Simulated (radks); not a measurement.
Results of a calculation; reference values are marked as such.
Spherical quantum dot in the effective-mass picture: electrons in a parabolic well V = omega^2 r^2 / 2 with omega = 1.23, with a point charge +1 (a donor) at the centre, all in effective atomic units (hartree* = m*/eps^2 hartree, bohr* = eps/m* bohr), one dielectric constant everywhere. Level of theory: non-relativistic Kohn-Sham, LDA (Slater exchange, Perdew-Wang correlation), spin-polarised, spherical densities (a radial shooting solver with Libxc functionals). Levels are named by radial order and angular momentum (1s, 1p, 1d, 2s, ...), and open shells are averaged over m.

N = 14, configuration 1s2 1p6 1d(up 4, down 0) 2s2. This is the lowest configuration that the search found. Occupied and some empty levels:

level    occupation  eigenvalue (hartree*)  <r> (bohr*)
1s up             1                 8.5524        1.197
1s down           1                 8.6087        1.173
1p up             3                 9.4134        1.683
1p down           3                 9.4994        1.677
2s up             1                 10.114        1.677
2s down           1                 10.176        1.694
1d up             4                 10.218        1.956
1d down           0                 10.309        1.959
1f up             0                 11.075        2.168
1f down           0                 11.163        2.177
2p up             0                 11.234        1.946
2p down           0                 11.291        1.952
1g up             0                 11.986        2.351
1g down           0                 12.066        2.362

Energy (hartree*): total 85.4987, kinetic 17.028, external 23.765, Hartree 51.749, exchange-correlation -7.0437.
